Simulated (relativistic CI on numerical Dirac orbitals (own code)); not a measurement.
## Crystal-field levels of Nb+, 4d4

Calculated by Dirac-Coulomb-Breit CI, orbitals from a KLI potential per configuration, a model potential for QED, valence Slater integrals scaled by 0.7, one configuration in a parametric crystal field (own radial code).

Field parameters in Wybourne normalisation: Oh B⁴₀ = 21Dq, B⁴₄ = √(5/14) B⁴₀. The field is a parameter set, without covalency.

S is read from ⟨S²⟩ = S(S + 1).

Site symmetry Oh; labels are those of the double group. Computed levels in cm⁻¹ above the lowest, in rising order:

| Δ (size of 10Dq) | Lowest | No. 2 | No. 3 | No. 4 | No. 5 | No. 6 | No. 7 | No. 8 |
| --- | --- | --- | --- | --- | --- | --- | --- | --- |
| 3450 | A1 | 37 T1 | 74 E | 100 T2 | 126 A2 | 3369 T2 | 3384 T1 | 3404 A1 |
| 6200 | A1 | 38 T1 | 73 E | 98 T2 | 123 A2 | 3795 A1 | 3989 T1 | 4216 T2 |
| 8950 | A1 | 89 T1 | 169 E | 214 T2 | 262 A2 | 1507 A1 | 1646 T1 | 1837 T2 |
| 11700 | A1 | 247 T1 | 604 E | 648 T2 | 1785 A2 | 1838 T2 | 1887 E | 1909 T1 |
| 14450 | A1 | 234 T1 | 589 E | 597 T2 | 4347 A2 | 4360 T2 | 4374 E | 4386 T1 |
| 17200 | A1 | 228 T1 | 582 E | 584 T2 | 5557 T2 | 6175 E | 7002 A2 | 7009 T2 |
| 19950 | A1 | 224 T1 | 578 T2 | 579 E | 5624 T2 | 6215 E | 9686 A2 | 9691 T2 |
| 22750 | A1 | 221 T1 | 575 T2 | 577 E | 5684 T2 | 6246 E | 12434 A2 | 12437 T2 |
| 25500 | A1 | 219 T1 | 573 T2 | 576 E | 5736 T2 | 6270 E | 12864 A1 | 15143 A2 |
| 28250 | A1 | 218 T1 | 572 T2 | 574 E | 5781 T2 | 6289 E | 13105 A1 | 17859 A2 |
| 31000 | A1 | 217 T1 | 571 T2 | 574 E | 5821 T2 | 6305 E | 13307 A1 | 20581 A2 |
| 33750 | A1 | 216 T1 | 570 T2 | 573 E | 5857 T2 | 6318 E | 13479 A1 | 23306 A2 |

Ground-state S against |10Dq| in cm⁻¹: 3450: 1.99, 6200: 1.98, 8950: 1.87, 11700: 1.11, 14450: 1.02, 17200: 1.01, 19950: 1.00, 22750: 1.00, 25500: 1.00, 28250: 1.00, 31000: 1.00, 33750: 1.00.

The spin changes between |10Dq| = 8950 and 11700 cm⁻¹.
